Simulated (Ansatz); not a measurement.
`Cl[Si](Br)(Br)Br` → Br₂ + `Cl[Si]Br` at 298.15 K and 1 bar (silylene formation by 1,1-elimination).

Program: Ansatz. Geometries: PBE0-D4/def2-TZVP. ΔE: electronic, gas phase. CCSD(T)/CBS adds triple-zeta CCSD(T) − MP2 to the extrapolated MP2 energy (def2 sets, frozen cores). For Br outer-core shells are correlated without core-valence functions, which leaves a few kJ/mol of doubt a bond. Scalar relativity is left out up to krypton.

| species | CCSD(T)/CBS energy (Eh) | H − E (kJ/mol) | S (J/(mol·K)) |
| --- | --- | --- | --- |
| `Cl[Si](Br)(Br)Br` | -8469.00948 | 36.8 | 379.1 |
| Br₂ | -5146.62008 | 11.7 | 245.1 |
| `Cl[Si]Br` | -3322.23177 | 19.4 | 299.5 |

H − E and S are ideal-gas, rigid-rotor, harmonic terms from PBE0-D4/def2-TZVP. 1 Eh = 2625.50 kJ/mol, R = 8.31446 J/(mol·K).

Question: By hand: ΔE, ΔH, ΔS and ΔG.

Answer: ΔE = (-5146.62008) + (-3322.23177) − (-8469.00948) = 0.15763 Eh = 413.9 kJ/mol. Δ(H − E) = 11.7 + 19.4 − 36.8 = -5.7, so ΔH = 408.2 kJ/mol. ΔS = 245.1 + 299.5 − 379.1 = 165.5 J/(mol·K). ΔG = 408.2 − 298.15 × (165.5)/1000 = 358.9 kJ/mol.

Question: By hand: the equilibrium constant, and the temperature at which ΔG would vanish if ΔH and ΔS stayed fixed.

Answer: log₁₀ K = −ΔG/(RT ln 10) = -62.9. ΔG = 0 at ΔH/ΔS = 2466 K.

The number of gas molecules changes by +1, which sets the sign of ΔS. A doubt of 5 kJ/mol in ΔE shifts log₁₀ K by 0.9 here. These are equilibria of isolated gas molecules and say nothing of rates. Largest T1 diagnostic: 0.011 (customary marks: 0.02 for closed shells, 0.045 for open ones).
